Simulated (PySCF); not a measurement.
CH₅FO₂Si₂, SMILES O=CO[Si@@H](F)[SiH3]. The structure is a stationary point at B3LYP-D3(BJ)/def2-SVP. The structure was generated by enumeration; whether it is a known compound was not checked. One conformer was computed; it need not be the lowest.

Give the equilibrium geometry at B3LYP-D3(BJ)/def2-SVP (PySCF confirms it by a frequency run) as a Z-matrix. (The exact figures need the calculation; the answer reports its results.)

Several could match; the one computed here: 
```
Si
F 1 1.6268
O 1 1.7158 2 105.86
C 3 1.3388 1 123.79 2 -92.94
O 4 1.2022 3 125.10 1 -4.11
H 4 1.1099 5 124.05 3 179.42
H 1 1.4815 2 107.71 3 109.48
Si 1 2.3434 7 117.51 3 124.26
H 8 1.4851 1 110.20 7 160.82
H 8 1.4888 9 111.81 5 -65.71
H 8 1.4954 9 109.28 10 -120.25
```
